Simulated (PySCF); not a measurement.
# Ionisation energy of As⁺ by level of theory

As⁺ [Ar] 3d10 4s2 4p2 (3P) → As²⁺ [Ar] 3d10 4s2 4p1 (2P), as a difference of total energies. All numbers are calculated (PySCF 2.14, no relativity, point nucleus, in def2-SVP (5s4p3d, 32 functions)). Correlated levels: valence: [Ar] 3d10 frozen. The calculations carry no spin-orbit coupling.

| method | ionisation energy (eV) |
| --- | --- |
| UHF | 18.007 |
| M06-2X | 18.374 |
| PBE0 | 18.612 |
| MP2 (valence) | 18.267 |
| SCS-MP2 (valence) | 18.200 |

Problem. Estimate what CCSD (valence) gives.

Solution. 18.290 eV, closest to MP2 (valence) among the rows shown.

Problem. Estimate what CCSD(T) (valence) gives.

Solution. 18.298 eV, closest to MP2 (valence) among the rows shown.

These non-relativistic numbers lack the scalar-relativistic shift.

The reference lies between the lowest fine-structure levels, while these numbers refer to the centres of the terms.

Errors of the correlated levels include the incompleteness of this basis and the frozen core.

For comparison: 18.589 eV (measured; NIST Atomic Spectra Database, ionization energies).
